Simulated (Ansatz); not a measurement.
```yaml
crystal:
  periodic: [true, true, true]
  atoms:
    - {symbol: O, position_ang: [1.110609, -1.688299, 1.915599]}
    - {symbol: C, position_ang: [0.625172, -0.950359, 1.078156]}
    - {symbol: C, position_ang: [-0.691298, -1.215260, 0.478836]}
    - {symbol: C, position_ang: [-1.222523, -0.406157, -0.438377]}
    - {symbol: C, position_ang: [-0.536704, 0.815869, -0.925465]}
    - {symbol: C, position_ang: [0.789436, 1.064530, -0.308656]}
    - {symbol: C, position_ang: [1.322043, 0.256448, 0.608656]}
    - {symbol: H, position_ang: [-1.203722, -2.105496, 0.825978]}
    - {symbol: H, position_ang: [-2.197353, -0.627497, -0.863542]}
    - {symbol: H, position_ang: [-0.430293, 0.766761, -2.019369]}
    - {symbol: H, position_ang: [-1.185798, 1.689901, -0.767006]}
    - {symbol: H, position_ang: [1.327840, 1.949321, -0.636246]}
    - {symbol: H, position_ang: [2.292610, 0.450229, 1.051437]}
basis:
  gaussian: {orbitals: def2-TZVPP}
hamiltonian: {xc: {name: PBE-QIDH}}
```

```sh
$ ansatz run in.yaml --threads 2 --pin off --events-out ev --progress --plain --max-ram 32768MiB --backend cuda --devices 0, --max-vram 18GiB
```

Shortened log:

```
Error: YAML parse error: error: line 2 column 3: crystal: missing field `lattice` (a structure is typed as `lattice` and `atoms`, a molecule's as `atoms` in Å alone, or read from a run's directory, `checkpoint`)
 --> <input>:2:3
1 | crystal:
2 |   periodic: [true, true, true]
3 |   atoms:
4 |     - {symbol: O, position_ang: [1.110609, -1.688299, 1.915599]}
```

(1) Something in this input is off. What?

Answers

(1) The molecule is marked periodic without a cell. The program refused the input.
